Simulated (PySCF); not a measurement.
TiO2, SMILES [O]=[Ti]=[O], multiplicity 1. Atoms are numbered in the order given.

```xyz
3

Ti     0.0000     0.0000     0.3899
O      0.0000    -1.3567    -0.5362
O      0.0000     1.3567    -0.5362
```

The structure is a stationary point at TPSSh-D3(BJ)/def2-TZVP. The spin state was assumed, not searched. The isomer is the one that the SMILES or the coordinates give; other isomers of the formula were not compared.

Calculation: KT2/pcSseg-2 run with PySCF.

GIAO shieldings, no solvent; atoms alike by connectivity are averaged. δ = σ(ref) − σ: ¹⁷O against H2O (σ = 324.0 ppm), references at their B3LYP-D3(BJ)/def2-TZVP geometries, non-relativistic.

Computed chemical shifts:
```tsv
nucleus	atoms	count	δ (ppm)
¹⁷O	O2, O3	2	1156.4
```
